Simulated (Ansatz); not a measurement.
Reaction (cleavage of the Si–B bond): `OC1(F)NB1[SiH3]` + `NC(O)(O)F` → `NC(O)(F)O[SiH3]` + `OC1(F)BN1`

Gas-phase electronic energies from Ansatz, PBE0-D4/def2-TZVP geometries. CCSD(T)/CBS is the MP2 limit (def2-TZVPP, def2-QZVPP) plus CCSD(T) − MP2 in def2-TZVPP, frozen cores. DFT in def2-TZVPP. Each species was taken in one conformer, which may not be the lowest.

```
          level  ΔE (kcal/mol)
         PBE-D4          -14.5
  HF/def2-TZVPP          -23.5
CCSD/def2-TZVPP          -19.6
   HF/CBS(def2)          -24.1
```

What does CCSD(T)/CBS give? (Best estimate.)

The calculation gave: -19.6 kcal/mol. The listed levels differ from it by 5.1, -3.9, 0.0, -4.5 kcal/mol.

Largest T1 diagnostic among the species: 0.014.

The D4 term adds −0.7 kcal/mol with B3LYP and −0.4 kcal/mol with PBE0; it sums over pairs of atoms, weighted by their polarisabilities, and B3LYP, whose exchange is more repulsive, gets the larger term. In def2-TZVPP, CCSD(T) changes the Hartree–Fock value by +4.5 kcal/mol (the triples alone add +0.6 kcal/mol) and MP2 by +2.9 kcal/mol.

B3LYP here is the variant with VWN-RPA as its local correlation; programs differ in this.
